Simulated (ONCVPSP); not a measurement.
## Ir: excitation energies, all-electron against ONCV

iridium (Ir), optimised norm-conserving Vanderbilt (ONCV), made with ONCVPSP 4.0.1 (PBE, scalar-relativistic). Core [Kr] 4d10 4f14, reference 5s2 5p6 5d7 6s1.5 6p0.5. Waves: 5s+6s: rc 1.80 bohr, ncon 3, nbas 6, qcut 5.2 1/bohr, 2 projectors; 5p+6p: rc 1.60 bohr, ncon 4, nbas 8, qcut 7.9 1/bohr, 2 projectors; 5d: rc 2.40 bohr, ncon 4, nbas 8, qcut 7.9 1/bohr, 2 projectors, debl 3.7 Ha; f scattering state at 0.18 Ha: rc 1.85 bohr, ncon 4, nbas 8, qcut 6.2 1/bohr, 1 projector. Local part: polynomial inside 1.05 bohr (lpopt 5, dvloc0 0 Ha). Core correction: Teter function, fcfact 1.75, rcfact 1.65.

Energies are relative to the spin-unpolarised reference configuration 5s2 5p6 5d7 6s1.5 6p0.5; without spin polarisation the order of configurations can differ from experiment.

```csv
valence configuration,charge,ΔE all-electron (eV),error AE − PS (meV)
5s2 5p6 5d7 6s1 6p0,+1,7.275,-3.5
5s2 5p6 5d7 6s0 6p0,+2,24.744,-20
5s2 5p6 5d7 6s0 6p1,+1,13.746,-12
```

Problem. What are ΔE and the potential's error for 5s2 5p6 5d7 6s2 6p0?

Solution. ΔE = -2.605 eV all-electron; the error (AE − PS) is 0.0 meV.

Note: no bound ghost flagged; GHOST(+) flagged for s at 32.3 eV.
